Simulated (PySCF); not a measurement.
C3H9B (SMILES CB(C)C), singlet, at a GFN2-xTB geometry. Base run: CAMB3LYP/STO-3G (PySCF).

PySCF was given this input:
```python
from pyscf import gto, scf, dft

mol = gto.Mole()
mol.atom = '''
    B     0.000011    0.000265    0.000368
    C     1.526233   -0.148233   -0.370683
    H     1.837628   -1.191716   -0.340873
    H     2.141736    0.362178    0.370156
    H     1.791906    0.250783   -1.346705
    C    -0.550142   -0.622278    1.341599
    H    -1.311379   -1.371296    1.124130
    H    -1.048682    0.134363    1.946360
    H     0.207890   -1.095705    1.960904
    C    -0.976066    0.770665   -0.970706
    H    -1.997908    0.852717   -0.608273
    H    -1.009992    0.277987   -1.942191
    H    -0.611403    1.778441   -1.166611
'''
mol.basis = 'sto-3g'
mol.charge = 0
mol.spin = 0
mol.verbose = 3
mol.build()

mf = dft.RKS(mol)
mf.xc = 'camb3lyp'
mf.kernel()
```

Variants of this job, named by their change:

```tsv
change	ΔE vs base (µEh)	grid points	electrons on the grid
base	0.0	144672	32.00002
grids.level = 2	0.2	93184	32.00002
grids.level = 5	1.0	383952	32.00000
grids.radi_method = mura_knowles	0.0	138016	32.00002
grids.level = 0	-7505	9928	32.00650
grids.atom_grid = (30, 110)	-30.3	32040	32.00014
grids.atom_grid = (99, 590)	0.9	423960	32.00000
grids.level = 1	-15.3	42968	32.00017
grids.radi_method = gauss_chebyshev	0.0	141144	32.00002
small_rho_cutoff = 0	0.0	144672	32.00002
grids.level = 7	0.9	797512	32.00000
```
